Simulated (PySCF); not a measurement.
A geometry optimisation on `C=CO[SiH3]`.

Computed with PBE0-D3(BJ)/def2-SVP geometry optimisation, gas phase (PySCF 2.14.0). Start geometry: GFN2-xTB. A driver script takes a list of jobs; this job's settings line and coordinates (Å) are shown.

Command:
```bash
OMP_NUM_THREADS=1 python probes_run.py task.json out
```

Input:
```
{"job": {"xc": "PBE0", "basis": "def2-SVP", "d3": "d3bj", "grid": 1, "shake": 0.03, "kind": "geom"}, "charge": 0, "multiplicity": 1}
C     -1.537600    -0.313460     0.283540
C     -0.873550     0.835710     0.145160
O      0.387730     0.881160    -0.184820
Si     1.645850    -0.269600    -0.474880
H     -2.648330    -0.191860     0.493500
H     -1.193560    -1.201460     0.108250
H     -1.232870     1.837920     0.303060
H      2.751070     0.583820    -0.723130
H      1.701680    -1.147390     0.747940
H      1.142000    -1.082280    -1.595440
```

Output:
```
step   0  E = -444.00107017  max force = 0.125240
step   1  E = -444.02163706  max force = 0.032281
step   2  E = -444.02521583  max force = 0.016724
step   3  E = -444.02745725  max force = 0.003138
step   4  E = -444.02759191  max force = 0.002330
step   5  E = -444.02763781  max force = 0.001286
step   6  E = -444.02765043  max force = 0.000277
optimisation converged
```

Energies in Eh; «max force» is the largest Cartesian gradient component in Eh/bohr.

How much energy does the optimisation release, in kcal/mol?

E(step 0) − E(last step) = 0.026580 Eh, which is 16.7 kcal/mol.

Give the first gradient maximum in eV/Å.

With 1 Eh/bohr = 51.422 eV/Å, 6.440 eV/Å.

Main results: final energy -444.02765 Eh after 6 steps; dipole 0.54 D.

Give the final coordinates.

0.101 Å rms from the input after alignment:
```
atom  x, y, z in Å
C1    -1.5443   -0.2775    0.2635
C2    -0.8638    0.8649    0.1380
O3     0.4385    0.9990   -0.1799
Si4    1.5404   -0.2425   -0.4530
H5    -2.6014   -0.2483    0.5293
H6    -1.0846   -1.2583    0.1119
H7    -1.3433    1.8378    0.2926
H8     2.8356    0.4363   -0.7143
H9     1.6375   -1.1223    0.7493
H10    1.1279   -1.0567   -1.6343
```

On one thread of an Arm Neoverse V1, shared host with 64 logical CPUs at a one-minute load of 19, this took 16 s wall and 0.36 GiB of memory at its peak.
Labels such as C1 count atoms from 1, the log's own numbers from 0.
